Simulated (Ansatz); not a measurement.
`BCN=C=C` + `[SiH3]S` → `BS[SiH3]` + `C=C=NC`  (ligand exchange at a B–C bond)

Computed with Ansatz on PBE0-D4/def2-TZVP structures; ΔE is electronic, products minus reactants. CBS: MP2 limit from def2 TZ/QZ plus the TZ coupled-cluster correction, frozen cores. Functionals use def2-TZVPP. B3LYP here is the variant with VWN-RPA as its local correlation; programs differ in this. HSE06 is defined as in plane-wave codes. One conformer a species, not always the lowest.

`BCN=C=C`:

```xyz
11

B    -0.556    1.323   -1.563
C    -0.285    1.073   -0.054
N     0.820    0.192    0.258
C     0.703   -0.918    0.725
C     0.660   -2.126    1.227
H    -1.478    2.030   -1.848
H     0.127    0.850   -2.420
H    -1.221    0.767    0.440
H    -0.062    2.069    0.361
H     0.585   -2.987    0.576
H     0.707   -2.274    2.298
```

`[SiH3]S`:

Z-matrix (Å, degrees):
```
Si
S 1 2.137
H 1 1.485 2 111.6
H 1 1.485 2 111.6 3 -122.0
H 1 1.482 2 104.8 3 119.0
H 2 1.344 1 94.7 3 60.9
```

`BS[SiH3]`:

Z-matrix (Å, degrees):
```
Si
S 1 2.156
H 1 1.482 2 109.9
H 1 1.483 2 107.0 3 -119.4
H 1 1.482 2 109.9 3 121.2
B 2 1.775 1 99.5 3 -60.7
H 6 1.192 2 116.9 1 180.0
H 6 1.195 2 121.4 1 0.0
```

`C=C=NC`:

Cartesian coordinates in Å:
```
C 1.446 -1.337 -0.217
C 0.428 -0.542 -0.427
N -0.516 0.166 -0.698
C -1.140 1.080 0.234
H 2.454 -0.994 -0.404
H 1.286 -2.346 0.139
H -1.097 2.088 -0.182
H -0.667 1.073 1.221
H -2.193 0.812 0.334
```

**Question.** Is it downhill or uphill in electronic energy at CCSD(T)/CBS, and by how much? (Best estimate.)

**Answer.** Ansatz gave: Downhill: ΔE = -92.7 kJ/mol.

**Question.** What do these levels give: B97M-V, PBE0-D4, B3LYP-D4, HSE06-D4, BHLYP-D4, PBE-QIDH, PBE, BLYP, r2SCANh, CAM-B3LYP, HF/def2-TZVPP, HF/CBS(def2)? (An estimate is asked.)

**Answer.** Ansatz gave: B97M-V -93.2, PBE0-D4 -93.5, B3LYP-D4 -91.6, HSE06-D4 -93.7, BHLYP-D4 -89.7, PBE-QIDH -94.0, PBE -95.0, BLYP -91.2, r2SCANh -94.1, CAM-B3LYP -87.0, HF/def2-TZVPP -83.3, HF/CBS(def2) -82.5 kJ/mol.

Largest T1 diagnostic among the species: 0.014.

At CCSD(T), def2-SVP lies −7.8 kJ/mol from the extrapolated value and def2-TZVPP −0.7 kJ/mol. Leaving LDA and LC-ωPBE aside and taking each functional with its dispersion term where it has one, the values, not all of them listed here, spread over 8.2 kJ/mol, from PBE-D4 to CAM-B3LYP-D4.
